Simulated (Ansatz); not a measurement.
A made-up structure of SiH₄O₂F (charge +1), singlet:

```xyz
8
angstrom
O 0.0129 -1.2134 -0.8523
Si -0.1060 0.3369 -0.5456
O 0.0221 0.1749 1.2395
F 1.1477 1.2219 -0.8156
H -0.2648 -1.6878 -1.6404
H 0.5652 -1.2053 -0.0550
H 0.0766 -0.7158 1.6256
H 0.4629 0.8359 1.7981
```

It is relaxed with PBE-D4/def2-SVP and then PBE0-D4/def2-TZVP (Ansatz 0.2.0). Atoms count as bonded within 1.22 times the sum of their covalent radii (H–H: 0.88 Å). The end point is not checked to be a true minimum.

(1) Does its bonding change? (A judgement: the text doesn't fix the answer.)

## Answers

(1) Computed: No: no bond forms or breaks.

Where it ends: The first stage lowers the energy by 4.45 eV in 13 steps. It ends as SiH₄O₂F ([OH2][Si]([OH2])[F]), total charge +1:
O1  (0.277, -1.279, -0.933)
Si2  (-0.417, 0.506, -0.469)
O3  (-0.025, 0.160, 1.430)
F4  (1.078, 1.062, -0.616)
H5  (-0.282, -1.943, -1.361)
H6  (1.198, -1.386, -1.216)
H7  (-0.723, 0.163, 2.101)
H8  (0.811, 0.464, 1.819)
(Å)

Labels in which every atom is bracketed show which atoms are joined, not bond orders.

For scale, one of the runs: PBE0-D4/def2-TZVP relaxation, 154 basis functions, launched by `ansatz run in.yaml --threads 2 --pin off --events-out ev --progress --plain --max-ram 4352MiB`. Hardware: 2 CPU threads of an Intel Xeon Platinum 8223CL, shared host. Wall time about 20 s.
